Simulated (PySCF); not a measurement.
Bonding in `CCN(C)N(C)CC`

C6H16N2.
Numbering: `[CH3:1][CH2:2][N:3]([CH3:4])[N:5]([CH3:6])[CH2:7][CH3:8]` (hydrogens: H9, H10, H11 on C1; H12, H13 on C2; H14, H15, H16 on C4; H17, H18, H19 on C6; H20, H21 on C7; H22, H23, H24 on C8)

Cartesian coordinates in Å at the GFN2-xTB level; atoms count from 1:
```xyz
24
C6H16N2 angstrom
C     -1.9085   -0.2101    1.4378
C     -1.7581   -0.3665   -0.0678
N     -0.3589   -0.4766   -0.4423
C     -0.1920   -0.8470   -1.8361
N      0.3848    0.6389   -0.0016
C      0.3482    1.8098   -0.8595
C      1.7406    0.2636    0.3615
C      1.7395   -0.8119    1.4378
H     -1.3991    0.6901    1.7676
H     -2.9607   -0.1454    1.7028
H     -1.4667   -1.0633    1.9438
H     -2.2458   -1.2895   -0.3929
H     -2.2613    0.4729   -0.5804
H     -0.7185   -0.1806   -2.5361
H      0.8682   -0.8508   -2.0833
H     -0.5774   -1.8578   -1.9683
H      0.7069    2.6647   -0.2868
H      0.9675    1.7142   -1.7642
H     -0.6809    2.0058   -1.1561
H      2.2277    1.1656    0.7422
H      2.3219   -0.0859   -0.5107
H      1.2165   -0.4537    2.3196
H      2.7608   -1.0671    1.7092
H      1.2335   -1.6998    1.0713
```

Bond orders from the PBE0/pcSseg-1 density (PySCF). Geometry: GFN2-xTB, one conformer, isolated molecule.

(1) Where do the orders between heavy atoms depart from those drawn in the SMILES?

(2) Set the Mayer orders of the bonds between heavy atoms beside their lengths.

(3) And the bonds to hydrogen?

(4) Sum the orders of all bonds at each heavy atom with more than one neighbour and set the sums beside the valence in the SMILES.

Results:

(1) The largest departure is 0.067, at C1–C2 (drawn single, 1.067) and C7–C8 (drawn single, 1.067).

(2) 
```csv
bond,drawn as,length (Å),Mayer order
C1–C2,single,1.521,1.067
C2–N3,single,1.453,0.951
N3–C4,single,1.452,0.961
N3–N5,single,1.411,0.969
N5–C6,single,1.452,0.961
N5–C7,single,1.453,0.951
C7–C8,single,1.522,1.067
```

(3) C–H: 0.94 to 0.96 (16 bonds).

(4) C1 3.952 (drawn 4), C2 3.902 (drawn 4), N3 2.881 (drawn 3), C4 3.834 (drawn 4), N5 2.881 (drawn 3), C6 3.834 (drawn 4), C7 3.903 (drawn 4), C8 3.952 (drawn 4). Orders between atoms that aren't bonded are not in these sums.

Mayer orders depend on the basis set.

The run behind these numbers computed NMR shieldings as well. On one thread, AMD EPYC 9R45 (x86_64), shared host, this took 21 s of wall time and 1.0 GiB of memory at its peak.
